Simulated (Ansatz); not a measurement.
C6H4OTi (`C#[C][Ti]([OH])([C]#C)[C]#C`). The species carries charge 0 and has multiplicity 1.

Cartesian coordinates in Å:
```
C -0.455 -1.191 2.886
C -0.366 -0.576 1.841
Ti -0.198 0.411 0.085
O -0.899 2.001 0.220
C -1.147 -0.620 -1.372
C -1.699 -1.262 -2.245
C 1.752 0.577 -0.422
C 2.926 0.648 -0.729
H -0.530 -1.735 3.801
H -1.162 2.877 -0.059
H -2.179 -1.832 -3.009
H 3.957 0.703 -0.996
```

Problem. List the harmonic frequencies (cm⁻¹, unscaled) at PBE0-D4/def2-TZVP in Ansatz. (Estimate.)

Solution. Computed: 60, 62, 70, 72, 103, 132, 150, 165, 220, 233, 237, 244, 254, 460, 537, 544, 716, 719, 719, 727, 728, 729, 844, 2080, 2081, 2084, 3452, 3452, 3452, 3962.

Problem. Is this a minimum?

Solution. Yes, all 30 modes are real.

Problem. Give the ideal-gas thermochemistry at 298.15 K and 1 bar (rigid rotor, harmonic oscillator; point group Cs, symmetry number 1).

Solution. Zero-point energy 175.2 kJ/mol; H(298) − E = 210.6 kJ/mol; entropy 467.6 J/(mol·K), of which translation 170.5, rotation 123.6, vibration 173.5; G(298) − E = 71.2 kJ/mol. Modes under 100 cm⁻¹ are hindered rotations or soft bends, so the harmonic entropy is rough.

Problem. Rotational constants (cm⁻¹)?

Solution. 0.04604, 0.04521, 0.03289.
